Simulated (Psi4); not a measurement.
tin monoxide (OSn), singlet, geometry from GFN2-xTB (such geometries of metal compounds can be far from the true shape) (core potentials on Sn).

Here is a job for Psi4.
```
memory 2 GB

molecule {
0 1
  Sn   -0.00000000   -0.00000000   -0.24879316
  O     0.00000000    0.00000000    1.55495727
}

set basis def2-qzvp

energy('pbe')
print_variables()
```

Task: What does this run give for the nuclear repulsion energy, total energy, dipole moment?

Result: 
| Quantity | Value |
|---|---|
| nuclear repulsion energy | 51.6342 Eh |
| total energy | -289.492001 Ha |
| dipole moment | 3.82 D |
